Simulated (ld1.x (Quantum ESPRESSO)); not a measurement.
# Mn: one change to a TM potential, before and after

- Element: Mn (Z = 25)
- Generator: ld1.x (Quantum ESPRESSO) 7.5
- Type: norm-conserving Troullier–Martins (Kleinman–Bylander form)
- Functional: PBE
- Relativity: fully relativistic
- Frozen core: [Ar]
- Valence charge: 7
- Reference configuration: 3d5 4s2 4p0
- Partial waves: 4p (bound, empty): rc 3.30 bohr; 3d (bound): rc 2.05 bohr; 4s (bound): rc 1.90 bohr
- Local potential: the s channel
- Core correction: none

Open shells are filled in proportion to 2j + 1 (rel_dist='average').

All-electron outer shells of the reference configuration (PBE, scalar-relativistic, ld1.x):

```csv
shell,level (eV),outermost node (bohr),outermost maximum (bohr)
3s,-85.88,0.34,0.74
3p,-54.59,0.31,0.75
3d,-6.77,–,0.76
4s,-5.11,1.05,2.51
4p,-1.37,1.16,3.43
```

Change: local potential the d channel.

Cutoffs: the cutoffs (Ry, on a coarse ladder) from which the occupation-weighted sum of valence levels, in a spherical-Bessel basis at the reference potential, stays within 10 and 1 mRy of its value at 400 Ry; they do not see the model core or the augmentation charge, which bear on the density cutoff. Errors are all-electron minus pseudo energies relative to the spin-unpolarised reference configuration.

**Question.** How do hardness, ghosts and transferability respond?

**Answer.** The potential gets neither clearly harder nor softer (70 Ry and 110 Ry → 70 Ry and 100 Ry); a bound ghost appears in p, s, which as a rule spoils a file; the number of tests that count goes from 7 to 6; of the 6 tests that both files solve, the error grows in 1 and shrinks in 2 by more than 15 % and 0.3 meV (median size 68.6 → 62.7 meV); the range in which the p3/2 phases agree narrows (upper end at the end of the scan → 2.3). In the separable form a ghost depends on how the local part lies against the semilocal potential of the channel, so the choice of the local part can create or remove one.

```csv
quantity,base,changed
"cutoff, loose",70 Ry,70 Ry
"cutoff, tight",110 Ry,100 Ry
loose cutoff by channel (10 mRy a level),"d 55 Ry, s 12 Ry","s 15 Ry, d 55 Ry"
bound ghosts,none,"s, p3/2, p1/2"
"largest miss of a reference level, eV",0.00,0.07
"tests counted (converged, no solver errors)",7 of 7,6 of 7
"error for 3d5 4s1 4p0, meV [ΔE 8.42 eV]",+12,+12
"error for 3d5 4s0 4p0, meV [ΔE 24.01 eV]",+118,+119
"error for 3d4 4s0 4p0, meV [ΔE 56.53 eV]",-28,+65
"error for 3d6 4s1 4p0, meV [ΔE -0.36 eV]",-113,-78
"error for 3d5 4s1 4p1, meV [ΔE 3.86 eV]",+5.8,+5.5
"error for 3d6 4s0 4p0, meV [ΔE 6.81 eV]",-109,-61
s: phases at 3.58 bohr within 0.05 rad from the reference energy up to (Ry; the scan ends near 5),1.2,1.3
p1/2: phases at 3.58 bohr within 0.05 rad from the reference energy up to (Ry; the scan ends near 5),2.3,2.3
p3/2: phases at 3.58 bohr within 0.05 rad from the reference energy up to (Ry; the scan ends near 5),to the end of the scan,2.3
d3/2: phases at 3.58 bohr within 0.05 rad from the reference energy up to (Ry; the scan ends near 5),0.3,n/a
d5/2: phases at 3.58 bohr within 0.05 rad from the reference energy up to (Ry; the scan ends near 5),0.3,n/a
```

Changed file: Tests not counted: 3d4 4s2 4p1 (solver errors, printed error -2.9 eV). These tests converged, but a pseudo level misses the all-electron one widely, so the file describes the atom poorly there or has found another state: 3d5 4s0 4p0: empty 4p by 3.3 eV. A true bound ghost makes a file unfit for plane-wave use even where its test errors are small: the radial tests pick states by their node count and pass the ghost by. Where a test does run into it, the solver fails or the error is huge.
